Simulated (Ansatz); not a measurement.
A geometry relaxed with Ansatz (a program for electronic structure) with B3LYP-D3(BJ)/def2-SVP, charge 0, multiplicity 1:

```xyz
18

H     -1.7909     2.2599    -0.6713
H     -2.1352    -1.0315    -1.2193
C      2.2480    -0.9227     0.1250
C     -0.7422     0.0194     1.7987
H      3.3239    -0.7486    -0.0487
H     -1.8294     0.1331     1.9338
H      1.9576    -1.8128    -0.4705
C     -1.0358    -1.0981    -1.2300
H      2.1255    -1.1892     1.1952
H     -0.4577    -0.9888     2.1361
H     -0.7492    -2.1017    -0.8809
H     -0.3570     2.2312    -1.7405
H     -0.2317     0.7590     2.4338
O      1.5370     0.2301    -0.2347
H     -0.2111     2.8447    -0.0696
C     -0.7031     2.0938    -0.7054
Ge    -0.2608     0.2970    -0.0851
H     -0.6880    -0.9747    -2.2667
```

Problem. Write the SMILES of this molecule.

Solution. `C[O][Ge]([CH3])([CH3])[CH3]`
